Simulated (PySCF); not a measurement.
# LuCl3(NH3) relaxed at several levels

Computed with PySCF 2.14.0, def2-SVP on the ligands, density fitting, scalar-relativistic core potentials, no spin-orbit coupling, vacuum. Each row is relaxed at its own level from the same template. Distances are means of the shortest metal–ligand contacts, charges and spins Mulliken's; removal energies are rigid, with the ligand's formal charge and no counterpoise, so too large; for an anion taken off a cation in vacuum most of it is the attraction of opposite charges, and multiply charged cations can part far more cheaply with an electron moved from ligand to metal. lcecp potentials hold a fixed number of 4f electrons in the core, out of states, spins and gaps.

```json
{"level": "PBE0", "basis on the metal": "lcecp-1-SVP with ECP60", "point group": "C3v", "M–Cl (Å)": "2.438", "M–NH3 (Å)": "2.384", "charge on M (e)": "0.74", "dipole (D)": "5.65", "removal of one Cl (eV)": "9.15", "strongest infrared band, degenerate modes summed (cm⁻¹)": "1229", "unstable modes (below −25 cm⁻¹)": "0"}
```

**Question.** What does the calculation give for r2SCAN, lcecp-1-SVP with ECP60?

**Answer.** point group: C3v, M–Cl (Å): 2.444, M–NH3 (Å): 2.382, charge on M (e): 0.76, dipole (D): 5.48, removal of one Cl (eV): 9.15, unstable modes (below −25 cm⁻¹): not given.
```xyz
8

Lu    0.0252   -0.0252    0.0252
Cl    1.1482    1.8329    1.1482
Cl   -1.8329   -1.1482    1.1482
Cl    1.1482   -1.1482   -1.8329
N    -1.3499    1.3499   -1.3499
H    -1.9613    1.9613   -0.8007
H    -0.8007    1.9613   -1.9613
H    -1.9613    0.8007   -1.9613
```

One start shape was tried for each, so a minimum needn't be the lowest isomer.
